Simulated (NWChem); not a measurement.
System: BiHBr₂; SMILES [Br][BiH][Br]

Input file for NWChem:

```
start job
memory heap 200 mb stack 900 mb global 1100 mb
geometry units angstroms noautoz
  Bi    -0.722108     0.002914     0.000000
  H     -0.834412    -1.799154     0.000000
  Br     0.938584     0.028600    -2.023093
  Br     0.938584     0.028600     2.023093
end
basis spherical
  Bi library def2-svp
  H library def2-svp
  Br library def2-svp
end
ecp
  Bi library def2-ecp
end
dft
  xc b3lyp
  iterations 150
  mulliken
end
task dft energy
```

Geometry: optimised at PBE0/def2-SVP. B3LYP is NWChem's, with the RPA form of VWN correlation. def2 effective core potentials on Bi; no spin-orbit coupling.

Task: Give the results of this calculation. (B3LYP/def2-SVP with def2 effective core potentials on Bi.) Quantities: energy (Ha); highest occupied level (eV); orbital gap (eV); dipole (D).

Result: 
```
Quantity                        Value
---------------------------  --------
energy (Ha)                  -5363.12
highest occupied level (eV)     -7.42
orbital gap (eV)                 4.84
dipole (D)                       3.58
```
